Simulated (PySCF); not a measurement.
Species: CH₅ClSSi.
Bonds: C1–S2, S2–Si3, Si3–Cl4. Hydrogens: H5, H6, H7 on C1; H8, H9 on Si3.

Method: PySCF, PBE0-D3(BJ)/def2-SVP geometry optimisation, gas phase; density fitting, grid level 1; the optimiser is geomeTRIC in internal coordinates, started from a GFN2-xTB structure with every atom displaced at random (about 0.01 Å).

Step 0: E = -32333.0200 eV
```
atom  x, y, z in Å  |  force x, y, z in eV/Å
C1     -1.5507   -0.0230   -0.1523   -0.222   1.329  -0.348
S2     -0.1713    0.8119   -0.9839    0.202   0.258  -0.360
Si3     1.4298   -0.0160    0.1465   -0.388   0.647   0.070
Cl4     3.1915    0.7270   -0.5775    0.237   0.131  -0.108
H5     -1.4969   -1.0792   -0.2895   -0.021  -1.201   0.006
H6     -1.5870    0.2723    0.8931   -0.067  -0.116   0.474
H7     -2.4599    0.3659   -0.6416    0.102  -0.150   0.070
H8      1.4355   -1.4579    0.0046    0.064  -0.845   0.017
H9      1.2668    0.3817    1.5668    0.094  -0.053   0.179
```

Problem. Estimate the geometry and energy of step 1. (The exact step hangs on the optimiser's Hessian estimate; all steps are aligned on step 0, rigid shifts and turns removed.)

Solution. E = -32333.0785 eV, largest force 0.288 eV/Å
```
atom  x, y, z in Å  |  force x, y, z in eV/Å
C1     -1.5528    0.0092   -0.1672   -0.003  -0.288  -0.009
S2     -0.1648    0.8289   -1.0156    0.032   0.007   0.030
Si3     1.4079   -0.0116    0.1473    0.186  -0.048  -0.003
Cl4     3.1733    0.7617   -0.5946   -0.047  -0.021   0.016
H5     -1.5054   -1.0904   -0.2790   -0.010   0.215   0.029
H6     -1.5960    0.2739    0.8988    0.002   0.017   0.011
H7     -2.4685    0.3655   -0.6531   -0.056   0.029  -0.022
H8      1.4608   -1.5009    0.0382   -0.048   0.047  -0.038
H9      1.3033    0.3465    1.5915   -0.055   0.043  -0.015
```

The energy changes by -0.0585 eV. The first-order estimate −F·Δx gives -0.1424 eV and the mean of the old and new forces, exact on a quadratic surface, -0.0593 eV. The step makes an angle of 56° with the force vector and moves no atom by more than 0.060 Å.

What follows is the cost of the whole optimisation. The run took 12 s of wall time on an Arm Neoverse V2 with one thread, shared host with 96 logical CPUs at a one-minute load of 78, and the process peaked at 0.38 GiB of memory.
